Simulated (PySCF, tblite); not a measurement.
Isomers of [C8H18P]+ (charge +1), one GFN2-xTB conformer each. Single-point energies are computed at PBE0/pcSseg-1 (PySCF, gas phase, no added dispersion term), electronic only.

Task: Rank them by PBE0/pcSseg-1 energy, lowest first (kJ/mol).
A. `[CH2:1]=[C:2]([CH3:3])[PH2+:4][C:5]([CH3:6])([CH3:7])[CH2:8][CH3:9]` (charge +1) with C1–C2–P4–C5 91°, C2–P4–C5–C6 177°, P4–C5–C8–C9 59°
B. `[CH2:1]=[CH:2][P@@H+:3]([CH2:4][CH3:5])[CH2:6][CH2:7][CH2:8][CH3:9]` (charge +1) with C1–C2–P3–C4 112°, C2–P3–C4–C5 -177°, C2–P3–C6–C7 48°, P3–C6–C7–C8 56°, C6–C7–C8–C9 174°
C. `[CH3:1]/[CH:2]=[CH:3]/[P@H+:4]([CH3:5])[C:6]([CH3:7])([CH3:8])[CH3:9]` (charge +1) with C2–C3–P4–C5 -131°
D. `[CH3:1][CH:2]([CH3:3])[C@@H:4]1[CH2:5][P@@H+:6]([CH3:7])[C@@H:8]1[CH3:9]` (charge +1) with C1–C2–C4–C5 -56°, C2–C4–C5–P6 -146°, C4–C5–P6–C7 -99°, C5–P6–C8–C9 100°, C2–C4–C8–P6 144°
E. `[CH3:1]/[CH:2]=[CH:3]/[P+:4]([CH3:5])([CH3:6])[CH:7]([CH3:8])[CH3:9]` (charge +1) with C2–C3–P4–C5 -28°, C3–P4–C7–C8 52°
F. `[CH2:1]=[CH:2][PH+:3]([CH2:4][CH2:5][CH3:6])[CH2:7][CH2:8][CH3:9]` (charge +1) with C1–C2–P3–C4 -112°, C2–P3–C4–C5 -174°, P3–C4–C5–C6 -55°, C2–P3–C7–C8 -51°, P3–C7–C8–C9 -58°
G. `[CH3:1][CH2:2][C@H:3]1[CH2:4][CH2:5][P@H+:6]([CH3:7])[CH2:8][CH2:9]1` (charge +1) with C1–C2–C3–C4 172°, C2–C3–C4–C5 -170°, C3–C4–C5–P6 -58°, C4–C5–P6–C7 173°, C5–P6–C8–C9 -48°
H. `[CH3:1][CH2:2][P@+:3]1([CH3:4])[CH2:5][C@@H:6]([CH3:7])[C@H:8]1[CH3:9]` (charge +1) with C1–C2–P3–C4 -59°, C2–P3–C5–C6 -127°, P3–C5–C6–C7 -107°, C5–C6–C8–C9 -137°, C2–P3–C8–C6 126°
I. `[CH3:1][P+:2]1([CH3:3])[CH2:4][CH2:5][CH2:6][CH2:7][CH2:8][CH2:9]1` (charge +1) with C1–P2–C4–C5 85°, P2–C4–C5–C6 85°, C4–C5–C6–C7 -81°, C5–C6–C7–C8 65°
J. `[CH3:1][C:2]([CH3:3])([CH3:4])[CH2:5][P+:6]1([CH3:7])[CH2:8][CH2:9]1` (charge +1) with C2–C5–P6–C7 69°

Result: I (0.0), G (40.8), E (69.0), H (81.7), C (113.4), D (135.4), B (156.6), F (158.4), J (159.6), A (190.1).

Neighbours under 21 kJ/mol apart (C/C=C/[P+](C)(C)C(C)C and CC[P@+]1(C)C[C@@H](C)[C@H]1C; C=C[P@@H+](CC)CCCC and C=C[PH+](CCC)CCC; C=C[PH+](CCC)CCC and CC(C)(C)C[P+]1(C)CC1) can change places with a better method, another conformer or zero-point energy. GFN2-xTB itself gives, in the same order: 0.0, 18.4, 90.5, 70.5, 105.5, 106.2, 155.9, 149.6, 150.1, 151.7. Both levels put the same isomer lowest; measured from each level's own lowest isomer, the values differ by up to 38.4 kJ/mol (C=C(C)[PH2+]C(C)(C)CC: 151.7 against 190.1).

Task: Which frontier levels and rotational constants go with these structures?

Result: 
```
                         SMILES  HOMO (eV, PBE0/pcSseg-1)  LUMO (eV)       A, B, C (MHz)
               C[P+]1(C)CCCCCC1                    -12.67      -3.18   1984, 1052, 896.1
         CC[C@H]1CC[P@H+](C)CC1                    -12.43      -3.59  3130, 727.2, 634.4
          C/C=C/[P+](C)(C)C(C)C                    -12.03      -4.84  1501, 949.8, 833.2
   CC[P@+]1(C)C[C@@H](C)[C@H]1C                    -12.78      -4.01  2103, 956.9, 882.4
        C/C=C/[P@H+](C)C(C)(C)C                    -12.07      -4.92  1958, 831.8, 701.3
CC(C)[C@@H]1C[P@@H+](C)[C@@H]1C                    -12.62      -4.57  2227, 861.1, 739.7
             C=C[P@@H+](CC)CCCC                    -12.70      -5.24  1751, 789.6, 611.7
               C=C[PH+](CCC)CCC                    -12.71      -5.18  1552, 923.7, 695.8
           CC(C)(C)C[P+]1(C)CC1                    -12.92      -4.51  2252, 871.3, 780.6
          C=C(C)[PH2+]C(C)(C)CC                    -12.34      -5.33   1787, 1021, 832.3
```

Task: What happens when harmonic zero-point energies from GFN2-xTB frequencies are added?

Result: 
| SMILES | ZPE (kJ/mol) | electronic (kJ/mol) | with ZPE (kJ/mol) |
| --- | --- | --- | --- |
| C[P+]1(C)CCCCCC1 | 633.7 | 0.0 | 0.0 |
| CC[C@H]1CC[P@H+](C)CC1 | 631.8 | 40.8 | 38.9 |
| C/C=C/[P+](C)(C)C(C)C | 618.9 | 69.0 | 54.2 |
| CC[P@+]1(C)C[C@@H](C)[C@H]1C | 628.7 | 81.7 | 76.6 |
| C/C=C/[P@H+](C)C(C)(C)C | 617.2 | 113.4 | 96.9 |
| CC(C)[C@@H]1C[P@@H+](C)[C@@H]1C | 627.1 | 135.4 | 128.8 |
| C=C[P@@H+](CC)CCCC | 621.9 | 156.6 | 144.9 |
| C=C[PH+](CCC)CCC | 622.7 | 158.4 | 147.4 |
| CC(C)(C)C[P+]1(C)CC1 | 625.3 | 159.6 | 151.2 |
| C=C(C)[PH2+]C(C)(C)CC | 618.4 | 190.1 | 174.8 |

The zero-point energies span 16.5 kJ/mol. The order is unchanged.
